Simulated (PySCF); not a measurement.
4-bromothiophenol, C₆H₅BrS.
Bonds: S1–C2, C2–C3 (aromatic), C3–C4 (aromatic), C4–C5 (aromatic), C5–Br6, C5–C7 (aromatic), C7–C8 (aromatic), C2–C8 (aromatic). Hydrogens: H9 on S1; H10 on C3; H11 on C4; H12 on C7; H13 on C8.

All values: B3LYP/def2-SVPD (PySCF, non-relativistic), on one gas-phase PBE0-D3(BJ)/def2-SVP geometry that isn't relaxed in the solvent. The solvent is an IEF-PCM continuum (cavity from Bondi-type radii × 1.2). The model holds no explicit solvent molecules, cavitation or dispersion. Spin–orbit coupling is left out although an atom past zinc is present.

Gas phase at B3LYP/def2-SVPD: HOMO -6.28 eV, LUMO -1.06 eV, dipole 1.31 D.

What does the continuum do to the energy, the frontier levels and the dipole at B3LYP/def2-SVPD in chloroform and dimethylsulfoxide?

```
          solvent      ε  E(solvent) − E(gas) (kcal/mol)  polarisation term (kcal/mol)  distortion of the solute (kcal/mol)  HOMO (eV)  LUMO (eV)  dipole (D)
       chloroform  4.711                           -3.21                         -3.57                                 0.36      -6.21      -0.92        1.74
dimethylsulfoxide  46.83                           -4.61                         -5.39                                 0.78      -6.21      -0.89        1.94
```

The polarisation term is half the interaction of the solute with the surface charges that it induces; the rest is the cost of distorting the solute's density. The sum is the electrostatic part of solvation alone. From chloroform to dimethylsulfoxide the lowering changes by a factor 1.44, Onsager's factor (ε − 1)/(2ε + 1) by 1.36 and ε itself by 9.9.

Which radius a makes the point-dipole formula ΔE = −[(ε − 1)/(2ε + 1)]·μ²/a³ give the value in dimethylsulfoxide, with the gas-phase dipole?

μ = 0.517 au and |ΔE| = 0.00735 Eh give a = 1.38 Å; the farthest nucleus lies 3.53 Å from the centroid of the nuclei, so such a sphere wouldn't even hold the nuclei. The formula assumes a rigid point dipole at the centre of a sphere.

How does the static polarisability (B3LYP/def2-SVPD, frozen core, with the continuum's full static response) change?

```csv
medium,isotropic (au),principal values (au),⟨r²⟩ of the electrons (bohr²)
gas,117.4,"70.2, 105.2, 176.9",2306.9
chloroform,151.9,"89.8, 139.1, 226.7",2306.6
dimethylsulfoxide,169.2,"103.1, 157.5, 247.0",2306.4
```

The isotropic value in dimethylsulfoxide is 1.44 times the gas-phase one; no cavity-field correction is applied. ⟨r²⟩ is taken about the centre of nuclear charge.

Cost: about 90 s of CPU time on one thread; the machine was shared, so the figure is rough. This is the whole response run at B3LYP/def2-SVPD in dimethylsulfoxide, SCF included.

The values belong to the conformer `[SH:1][c:2]1[cH:3][cH:4][c:5]([Br:6])[cH:7][cH:8]1`: H–S1–C2–C3 0°.
